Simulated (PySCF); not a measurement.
BP86 on Ga⁻ (gallium, charge -1), [Ar] 3d10 4s2 4p2, high-spin 3P determinant. Computed with PySCF 2.14 in aug-cc-pVTZ-PP with one added diffuse shell each of s, d, f type with ECP10MDF (7s5p5d3f, 68 functions), with scalar relativity through the core potential.

```
cycle= 1 E= -259.601731788816  delta_E= -0.00826  |g|= 0.164  |ddm|= 0.547
cycle= 2 E= -259.599824976132  delta_E= 0.00191  |g|= 0.177  |ddm|= 0.331
cycle= 3 E= -259.608229805536  delta_E= -0.0084  |g|= 0.018  |ddm|= 0.233
cycle= 4 E= -259.608832412445  delta_E= -0.000603  |g|= 0.00192  |ddm|= 0.0956
cycle= 5 E= -259.60884427631  delta_E= -1.19e-05  |g|= 0.000144  |ddm|= 0.0138
cycle= 6 E= -259.608844341306  delta_E= -6.5e-08  |g|= 2.49e-05  |ddm|= 0.00103
cycle= 7 E= -259.608844343559  delta_E= -2.25e-09  |g|= 5.41e-06  |ddm|= 0.000217
cycle= 8 E= -259.608844343638  delta_E= -7.94e-11  |g|= 2.11e-07  |ddm|= 3.13e-05
converged SCF energy = -259.608844343638  <S^2> = 2.0014055  2S+1 = 3.0009369
```

Highest occupied orbital energy: 1.183 eV; ⟨L²⟩ = 2.01; populations by l: s 4.00, p 8.00, d 10.00, f 0.00.

Problem. Can this result be used?

Solution. With care. Self-consistency was reached. Energies and moments cover only the electrons outside the core potential. At BP86 the highest occupied level has a positive energy, so only the finite basis holds that electron; in a semilocal or global hybrid functional this comes from self-interaction and does not mean that the real anion is unbound.
